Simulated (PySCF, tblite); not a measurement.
C₃H₁₂ClNOSi₃.
Atom-mapped SMILES: `[CH2:1]=[C:2]([Cl:3])[CH2:4][O:5][SiH2:6][N:7]([SiH3:8])[SiH3:9]` (hydrogens: H10, H11 on C1; H12, H13 on C4; H14, H15 on Si6; H16, H17, H18 on Si8; H19, H20, H21 on Si9)

Geometry (GFN2-xTB, Å), atoms numbered from 1 in this order:
```
atom  x, y, z in Å
C1     3.7332    0.4849   -0.0996
C2     2.7426   -0.3747   -0.2576
Cl3    2.3342   -0.9861   -1.8154
C4     1.8552   -0.8990    0.8345
O5     0.5055   -0.7264    0.5543
Si6   -0.2388    0.6977    0.3332
N7    -1.8265    0.1778   -0.0857
Si8   -2.9930    1.4511   -0.2558
Si9   -2.1288   -1.5342   -0.2951
H10    4.3356    0.8187   -0.9252
H11    3.9730    0.8701    0.8754
H12    2.0215   -1.9775    0.9522
H13    2.1178   -0.3958    1.7731
H14    0.3750    1.4889   -0.7372
H15   -0.2091    1.4698    1.5803
H16   -3.1535    2.1208    1.0374
H17   -4.2450    0.8495   -0.6994
H18   -2.4891    2.4174   -1.2338
H19   -1.2522   -2.0703   -1.3366
H20   -3.5286   -1.6339   -0.7131
H21   -1.9380   -2.2318    0.9778
```

Theory: PBE0/pcSseg-1 in PySCF (dipole) on a GFN2-xTB geometry, gas phase.

Masses are those of the commonest isotopes; rigid-rotor values at the optimised geometry. The values belong to one conformer with, in the numbering `[CH2:1]=[C:2]([Cl:3])[CH2:4][O:5][SiH2:6][N:7]([SiH3:8])[SiH3:9]`, C1–C2–C4–O5 127°, C2–C4–O5–Si6 -61°, C4–O5–Si6–N7 176°, O5–Si6–N7–Si8 174°.

(1) What are A, B and C (cm⁻¹)?

(2) What kind of rotor is it?

(3) What does the inertial defect say?

(4) Give the other two planar moments, Paa and Pbb, and the rms extents of the mass along the axes.

(5) Where do the levels up to J = 2 lie, in MHz?

(6) Which lines would a microwave search look for?

## Answers

(1) Ia = 327.47, Ib = 1162.91, Ic = 1258.15 u·Å²; 505379 MHz·u·Å²/I gives 1543, 434.6 and 401.7 MHz, that is A = 0.05148, B = 0.01450, C = 0.01340 cm⁻¹.

(2) A near-prolate asymmetric top. Ray's parameter κ = (2B − A − C)/(A − C) = -0.942; −1 is the prolate and +1 the oblate limit.

(3) Not planar: Δ = Ic − Ia − Ib = -232.22 u·Å². For a rigid frame Δ = −2 Σ m c², so Σ m c² = 116.11 u·Å² lies off the ab plane: 19.63 from hydrogen and 96.49 from heavier atoms. The atom farthest from that plane is 2.07 Å away.

(4) Paa = Σ m a² = (Ib + Ic − Ia)/2 = 1046.80 and Pbb = Σ m b² = (Ia + Ic − Ib)/2 = 211.36 u·Å². With the mass M = 196.99 u, the rms extents √(P/M) along a, b and c are 2.31, 1.04, 0.77 Å.

(5) Above 0(0,0):
J = 1: 1(0,1) 836, 1(1,1) 1945, 1(1,0) 1978
J = 2: 2(0,2) 2508, 2(1,2) 3585, 2(1,1) 3683, 2(2,1) 7009, 2(2,0) 7010
Those of J = 1 are B + C, A + C and A + B.

(6) The dipole components are |μa| = 1.31 D, |μb| = 1.45 D, |μc| = 1.05 D. Intensities carry the squares of the components, which stand as 0.82 : 1.00 : 0.52 (a : b : c). Some lines, for components of 0.1 D or more:

```csv
type,branch,"J(Ka,Kc)",MHz,lower level (cm⁻¹)
b,R,"2(0,2) ← 1(1,1)",563,0.065
a,R,"1(0,1) ← 0(0,0)",836,0.000
c,Q,"3(1,3) ← 3(0,3)",1030,0.167
c,Q,"2(1,2) ← 2(0,2)",1077,0.084
b,Q,"2(1,1) ← 2(0,2)",1175,0.084
b,R,"3(0,3) ← 2(1,2)",1429,0.120
a,R,"2(1,1) ← 1(1,0)",1705,0.066
b,R,"1(1,1) ← 0(0,0)",1945,0.000
a,R,"3(2,2) ← 2(2,1)",2509,0.234
a,R,"3(2,1) ← 2(2,0)",2512,0.234
a,R,"3(1,2) ← 2(1,1)",2558,0.123
c,R,"2(1,1) ← 1(0,1)",2847,0.028
c,Q,"2(2,1) ← 2(1,1)",3326,0.123
b,Q,"2(2,0) ← 2(1,1)",3327,0.123
b,Q,"2(2,1) ← 2(1,2)",3425,0.120
b,Q,"3(2,2) ← 3(1,3)",3475,0.202
b,R,"3(1,3) ← 2(0,2)",3536,0.084
c,R,"3(1,2) ← 2(0,2)",3733,0.084
c,R,"2(2,0) ← 1(1,0)",5032,0.066
c,R,"2(2,1) ← 1(1,1)",5064,0.065
c,Q,"3(3,1) ← 3(2,1)",5623,0.318
b,Q,"3(3,0) ← 3(2,1)",5623,0.318
b,Q,"3(3,1) ← 3(2,2)",5626,0.317
b,R,"3(2,2) ← 2(1,1)",5835,0.123
c,R,"3(2,1) ← 2(1,1)",5838,0.123
b,R,"3(2,1) ← 2(1,2)",5937,0.120
b,R,"3(3,1) ← 2(2,0)",8134,0.234
b,R,"3(3,0) ← 2(2,1)",8135,0.234
```

Its GFN2-xTB frequencies are all real (lowest 18 cm⁻¹). Zero-point vibration and centrifugal distortion are left out. A rigid rotor knows nothing of internal rotation, which can split or shift real lines. Quadrupole hyperfine structure (14N, 35Cl) is left out.
